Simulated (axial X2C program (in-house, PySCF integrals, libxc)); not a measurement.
Worked dissociation energy of GeCl⁺: CCSD(T), with spin–orbit coupling

All values were computed with an axial X2C code built on PySCF integrals. Two-component (2c) means X2C with spin–orbit coupling and atomic mean-field two-electron Coulomb and Gaunt terms. Basis: Ge dyall-cv3z [9s9p7d4f1g], Cl dyall-av3z [9s8p3d2f] (cores contracted in-house); Gaussian nuclei, density fitting, unrestricted open shells. Masses: Ge 73.921 u, Cl 34.969 u.

Molecular state: Ω = 0 (closed shell).

Correlated methods: 10 electrons correlated (number of frozen shells: Ge 3 s, 2 p, 1 d; Cl 2 s, 1 p), 234 virtual spin orbitals or spinors in MP2, 90 natural virtuals in coupled cluster.

```
E(Ge+) (2M_J = 1) : -2096.231672 hartree
E(Cl) (2M_J = 3)  : -461.022263 hartree
E(GeCl⁺) at Re    : -2557.412461 hartree
ωe                : 497.9 cm⁻¹
ωexe              : 1.3 cm⁻¹
```

(1) Work out De and D0.

Occupations by symmetry block were frozen at the best pattern of an incomplete PBE0 search. Closed shells are restricted here (equal orbitals for both partners); the stretched side of such a curve lies too high. De is counted from the lowest determinant-based energies of the atoms at the same level, without counterpoise correction. Coupled cluster ran in a truncated set of natural virtual spinors; the MP2 energy of the rest was added. (T) has no such correction and the atoms are truncated less, which lowers De at CCSD(T) by a hundredth of an eV or more. With the outer-core shells frozen, correlated bond lengths of heavy atoms tend to come out a few hundredths of an ångström too long.

Each atomic determinant is the lowest at this level and need not be a pure J level. Totals compare only within one Hamiltonian and basis.

Results:

(1) De = -2096.231672 + (-461.022263) − (-2557.412461) = 0.15853 hartree = 4.314 eV. The zero-point energy is ωe/2 − ωexe/4 = 249 cm⁻¹ = 0.031 eV, so D0 = 4.283 eV.
